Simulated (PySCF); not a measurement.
Isomers C8H9N:

A. `C1=C[C@H]2C=C(/C=N\C)[C@H]21`
B. `C=CCc1ccncc1`
C. SMILES C1(=C)C[C@@](C)(C#N)C1=C
D. SMILES C=C(C)c1ccncc1

Spectrum 1. ¹³C{¹H} NMR (computed): δ 156.1 (CH), 155.3 (C), 152.7 (C), 124.8 (CH), 122.8 (CH2), 24.2 (CH3).

Spectrum 2. ¹³C{¹H} NMR (computed): δ 158.0 (C), 150.1 (C), 127.9 (C), 115.8 (CH2), 114.2 (CH2), 43.7 (CH2), 33.0 (C), 26.9 (CH3).

Spectrum 3. ¹³C{¹H} NMR (computed): δ 162.4 (CH), 158.6 (CH), 154.6 (CH), 153.9 (C), 153.9 (CH), 53.4 (CH), 51.6 (CH), 44.6 (CH3).

Spectrum 4. ¹³C{¹H} NMR (computed): δ 156.3 (CH), 155.1 (C), 148.4 (CH), 128.6 (CH), 120.5 (CH2), 47.6 (CH2).

Computed data (PySCF): GIAO PBE0/pcSseg-1 shieldings, coordinates at the GFN2-xTB level. Non-relativistic Hamiltonian, gas phase, one averaged value for each set of equivalent atoms, one conformer.

Chemical shifts δ = σref − σ; ¹³C (σ = 186.93 ppm) against TMS, all at this level. Shifts are as computed. Against solution values, carbons near 30 ppm lie about +3 ppm off and those near 130 ppm about +5 ppm. Of 1211 compounds with measured shifts, 218 miss one by over three times the rms of a fit or turn the order of signals round; such compounds aren't used in these exercises.

Question: Match each spectrum to its structure.

Answer: 1–D, 2–C, 3–A, 4–B.

- Spectrum 1 (D): 6 ¹³C signals; δC 156.1 is an aromatic CH next to a ring nitrogen; δC 152.7 is a fully substituted alkene carbon.
- Spectrum 2 (C): 8 ¹³C signals; δC 158.0 is a fully substituted alkene carbon; δC 150.1 is a fully substituted alkene carbon.
- Spectrum 3 (A): 8 ¹³C signals; δC 158.6 is an alkene CH; δC 154.6 is an alkene CH.
- Spectrum 4 (B): 6 ¹³C signals; δC 156.3 is an aromatic CH next to a ring nitrogen; δC 148.4 is an alkene CH.
